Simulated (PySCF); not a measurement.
**Correlation energy of Be (beryllium, neutral)**

[He] 2s2, closed-shell 1S. All numbers are calculated (PySCF 2.14, the spin-free X2C one-electron Hamiltonian (Gaussian nucleus), in cc-pVTZ-DK (4s3p2d1f, 30 functions)). Frozen: 1s2; 2 electrons correlated.

Total MP2 correlation energy: -28.17 mhartree.

Same-spin part 0.00 and opposite-spin part -28.17 mhartree; SCS-MP2 scales them by 1/3 and 6/5 to -33.81 mhartree.

With two correlated electrons CCSD is exact within the correlated space (frozen core and kept virtual orbitals).

| level | correlation energy (mhartree) |
| --- | --- |
| CCSD | -45.55 |

Diagnostics: T1 = 0.020, D1 = 0.0278, largest double amplitude 0.129.

Cost of the coupled-cluster step: 0.05 s of wall time on 1 thread of Intel(R) Xeon(R) 6975P-C (shared host), for 2 correlated electrons.

Iterations:

```
CC2 = 0
CCSD nocc = 1, nmo = 29
frozen orbitals [0]
max_cycle = 100
direct = 0
conv_tol = 1e-08
conv_tol_normt = 1e-06
diis_space = 8
diis_start_cycle = 0
Init t2, MP2 energy = -14.6035578015163  E_corr(MP2) -0.0281721115454884
Init E_corr(CCSD) = -0.02817211154561
cycle = 1  E_corr(CCSD) = -0.0362559791636928  dE = -0.00808386762  norm(t1,t2) = 0.0630548
cycle = 2  E_corr(CCSD) = -0.040364606930492  dE = -0.00410862777  norm(t1,t2) = 0.0352989
cycle = 3  E_corr(CCSD) = -0.0456196743091213  dE = -0.00525506738  norm(t1,t2) = 0.0203785
cycle = 4  E_corr(CCSD) = -0.0454984254179498  dE = 0.000121248891  norm(t1,t2) = 0.00111555
cycle = 5  E_corr(CCSD) = -0.0456085231488255  dE = -0.000110097731  norm(t1,t2) = 0.00025629
cycle = 6  E_corr(CCSD) = -0.0455547174761283  dE = 5.38056727e-05  norm(t1,t2) = 0.000239989
cycle = 7  E_corr(CCSD) = -0.0455489279526058  dE = 5.78952352e-06  norm(t1,t2) = 2.30034e-05
cycle = 8  E_corr(CCSD) = -0.0455491030513974  dE = -1.75098792e-07  norm(t1,t2) = 2.19805e-06
cycle = 9  E_corr(CCSD) = -0.0455491293858726  dE = -2.63344752e-08  norm(t1,t2) = 3.18023e-07
cycle = 10  E_corr(CCSD) = -0.0455491749258011  dE = -4.55399285e-08  norm(t1,t2) = 1.78875e-07
cycle = 11  E_corr(CCSD) = -0.0455491720642209  dE = 2.86158026e-09  norm(t1,t2) = 1.23076e-08
CCSD converged
E(CCSD) = -14.62093486203508  E_corr = -0.04554917206422087
```
